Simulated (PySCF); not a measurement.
Relaxation of quartet FeH3

Computed with PySCF, UPBE0, basis Fe def2-TZVP, H def2-TZVP (no relativity, density fitting). A (50,194) grid was used.

A start at or just off a symmetric point, pushed along the force that breaks its symmetry, of C2v symmetry, free to break it:

Coordinates in bohr (charge 0 multiplicity 4):
```
Fe   -0.0068    0.0000    0.0000
H     3.0527    0.0000    0.0000
H    -1.3365    2.7213    0.0000
H    -1.3365   -2.7213    0.0000
```

Optimiser trace:
```csv
step,E − E(last) (kJ/mol),largest gradient (Eh/bohr)
0,55.17,0.01255
1,39.19,0.01135
2,17.58,0.00932
3,13.56,0.01074
4,10.36,0.01036
5,5.89,0.00782
6,2.29,0.00506
7,0.44,0.00451
8,0.16,0.00327
9,0.05,0.00214
10,0.00,0.00040
11,0.00,0.00005
```

It ends at C2v with Fe–H 1.488 Å, Fe–H 1.604 Å (×2); H–Fe–H 76.2° (×2), H–Fe–H 152.4°. A frequency run shows 1 imaginary mode, down to 318i cm⁻¹, so it is a saddle point. Other isomers or separated fragments may lie lower.

Final geometry:
```xyz
4
charge 0 multiplicity 4, angstrom
Fe   -0.0387    0.0000    0.0000
H     1.4496    0.0000    0.0000
H     0.3438    1.5576    0.0000
H     0.3438   -1.5576    0.0000
```

With open d or f shells other occupations or spin states may lie lower.
